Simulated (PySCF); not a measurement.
**Partial charges of `CCc1cc(C)cnn1`**

Species: C₇H₁₀N₂.
SMILES with atom numbers: `[CH3:1][CH2:2][c:3]1[cH:4][c:5]([CH3:6])[cH:7][n:8][n:9]1` (hydrogens: H10, H11, H12 on C1; H13, H14 on C2; H15 on C4; H16, H17, H18 on C6; H19 on C7)

Geometry (GFN2-xTB, Å), atoms numbered from 1 in this order:
```
atom  x, y, z in Å
C1    -2.719    0.329   -0.736
C2    -2.124   -0.034    0.626
C3    -0.698   -0.464    0.471
C4     0.340    0.467    0.356
C5     1.625   -0.006    0.175
C6     2.812    0.892    0.055
C7     1.752   -1.401    0.121
N8     0.734   -2.223    0.241
N9    -0.471   -1.767    0.414
H10   -2.166    1.147   -1.194
H11   -2.677   -0.531   -1.401
H12   -3.757    0.632   -0.624
H13   -2.689   -0.858    1.061
H14   -2.179    0.830    1.292
H15    0.134    1.527    0.411
H16    3.418    0.827    0.958
H17    3.435    0.588   -0.785
H18    2.505    1.926   -0.083
H19    2.715   -1.871   -0.025
```

Density: PBE0/pcSseg-1 (PySCF); schemes: Mulliken, IAO, Hirshfeld and ESP-fitted. The structure is a single GFN2-xTB conformer in the gas phase; no vibrational or solvent corrections.

Problem. Tabulate the Mulliken, IAO, Hirshfeld and ESP-fitted charges.

Solution. In e:

| atom | environment | Mulliken | IAO | Hirshfeld | ESP-fitted |
| --- | --- | --- | --- | --- | --- |
| C1 | methyl carbon | -0.276 | -0.412 | -0.114 | -0.103 |
| C2 | benzylic-type carbon | -0.152 | -0.265 | -0.070 | -0.049 |
| C3 | substituted aromatic carbon | +0.005 | +0.129 | +0.066 | +0.535 |
| C4 | aromatic CH carbon | +0.024 | -0.174 | -0.047 | -0.479 |
| C5 | substituted aromatic carbon | -0.381 | +0.021 | +0.020 | +0.223 |
| C6 | benzylic-type carbon | -0.112 | -0.430 | -0.110 | -0.566 |
| C7 | aromatic CH next to a ring nitrogen | +0.191 | -0.051 | +0.001 | +0.295 |
| N8 | pyridine-type nitrogen | -0.230 | -0.150 | -0.113 | -0.375 |
| N9 | pyridine-type nitrogen | -0.236 | -0.179 | -0.113 | -0.337 |
| H10 | methyl hydrogen | +0.109 | +0.135 | +0.036 | +0.014 |
| H11 | methyl hydrogen | +0.128 | +0.150 | +0.043 | +0.046 |
| H12 | methyl hydrogen | +0.120 | +0.144 | +0.044 | +0.048 |
| H13 | methylene hydrogen | +0.136 | +0.161 | +0.046 | +0.005 |
| H14 | methylene hydrogen | +0.123 | +0.138 | +0.042 | +0.014 |
| H15 | aromatic hydrogen | +0.066 | +0.151 | +0.055 | +0.202 |
| H16 | methyl hydrogen | +0.146 | +0.164 | +0.054 | +0.160 |
| H17 | methyl hydrogen | +0.138 | +0.160 | +0.054 | +0.158 |
| H18 | methyl hydrogen | +0.120 | +0.152 | +0.051 | +0.181 |
| H19 | aromatic hydrogen | +0.082 | +0.158 | +0.054 | +0.028 |

Mean size of the charges over all atoms: ESP-fitted 0.201 e, IAO 0.175 e, Mulliken 0.146 e, Hirshfeld 0.060 e. Each set sums to the total charge, 0, to within 0.001 e. The Mulliken scheme counts on each atom the diagonal of the density matrix times the overlap matrix over that atom's basis functions.

Lowest charge. The schemes don't all agree: Mulliken C5 (-0.381); IAO C6 (-0.430); Hirshfeld C1 (-0.114); ESP-fitted C6 (-0.566).

Highest charge. The schemes don't all agree: Mulliken C7 (+0.191); IAO H16 (+0.164); Hirshfeld C3 (+0.066); ESP-fitted C3 (+0.535).

Problem. How closely do the schemes follow one another over all atoms?

Solution. Correlation coefficient and root-mean-square difference: IAO with Hirshfeld 0.94, 0.139 e; Hirshfeld with ESP-fitted 0.77, 0.221 e; Mulliken with Hirshfeld 0.71, 0.130 e; Mulliken with IAO 0.68, 0.151 e; IAO with ESP-fitted 0.68, 0.199 e; Mulliken with ESP-fitted 0.38, 0.258 e.

Problem. How many electrons does the Mulliken scheme count on C5?

Solution. Z − q = 6 − (-0.381) = 6.381.

The run behind these numbers computed NMR shieldings as well. The run took 30 s of wall time (grids of density and orbitals included) on one thread of an AMD EPYC 9R14, on a shared host, and the process peaked at 0.90 GiB of memory.
